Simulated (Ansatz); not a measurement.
A structure relaxed at PBE-D4/def2-SVP in Ansatz, charge 1, doublet:

```
atom    x (Å)    y (Å)    z (Å)
 Nb1   0.1611  -0.8671  -1.2713
 Nb2  -1.5216   0.0999   0.2909
 Nb3   0.6640  -0.5904   1.2667
 Nb4   0.6965   1.3575  -0.2863
```

Q: Give its formula and point group.

A: Nb₄⁺. Point group D2d (tolerance 0.1 Å).

Q: Summarise the bond lengths by kind (pairs closer than 1.2 times the sum of covalent radii, bridged metal pairs left out).

A: 6 × Nb–Nb 2.49 to 2.61 Å.

In the def2 sets Nb takes a core potential; there is no spin–orbit coupling. The structure comes from a short search, and lower isomers may exist.
